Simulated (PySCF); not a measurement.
# Computed properties of Si(F)(Br)(OH)(OMe) (CH4BrFO2Si), SMILES CO[Si](O)(F)Br

Si(F)(Br)(OH)(OMe) (CH4BrFO2Si), SMILES CO[Si](O)(F)Br. Geometry optimised at B3LYP-D3(BJ)/def2-SVP. The values are those of a single conformer. All values are computed for the isolated molecule unless a solvent is named; none is compared with measurement here.

**Structure.** All 24 harmonic modes at B3LYP-D3(BJ)/def2-SVP (PySCF) are real, so it is a minimum. With heavy atoms numbered as in [CH3:1][O:2][Si:3]([OH:4])([F:5])[Br:6], the shortest bond between them is C1–O2 at 1.416 Å and the longest Si3–Br6 at 2.226 Å.

**Vibrations.** The strongest infrared lines (harmonic, unscaled, degenerate partners summed) lie at 797 cm⁻¹ (310 km/mol, H 43 %, O 32 %, Si 16 %, F 8 %), 1166 cm⁻¹ (185 km/mol, H 37 %, O 32 %, C 27 %), 1220 cm⁻¹ (185 km/mol, H 40 %, O 34 %, C 23 %). The softest mode is at 51 cm⁻¹ and the zero-point energy is 38.5 kcal/mol.

**Electronic structure.** HF/def2-TZVP (PySCF) places the frontier levels at -11.89 and 3.30 eV, a gap of 15.19 eV, and gives a dipole moment of 2.27 D and a mean polarisability of 53.9 bohr³. PBE/def2-TZVP (PySCF) at the same geometry gives -7.26 and -0.79 eV, so its gap is 8.72 eV narrower. An orbital gap is neither the optical nor the fundamental gap.

**Excitations.** TDA-ωB97X/def2-SVPD (PySCF) has S1 at 7.66 eV (162 nm, f = 0.039, weak); the most intense of the 10 singlets computed lies at 9.17 eV (f = 0.13). T1 (TDA) is at 7.14 eV, 0.52 eV under S1. TDA-PBE/def2-SVPD (PySCF) puts S1 at 6.27 eV. No vertical singlet excitation falls in the visible range (under 3.1 eV).

**NMR.** GIAO shifts at PBE0/pcSseg-1 (PySCF) (non-relativistic, atoms alike by connectivity averaged): ¹³C at 55.7 ppm against TMS; ¹H from 2.9 to 4.1 ppm against TMS; ²⁹Si at -51.4 ppm against TMS; ¹⁹F at -127.6 ppm against CFCl3. Without spin–orbit terms, shifts of atoms bonded to Cl or Br come out too high.

**Solvation.** SMD-B3LYP/6-31G* (PySCF) gives -5.9 kcal/mol in water, -8.2 kcal/mol in ethanol, -6.0 kcal/mol in dimethylsulfoxide (1 M in both phases, gas-phase geometry); of these solvents ethanol holds the molecule best.
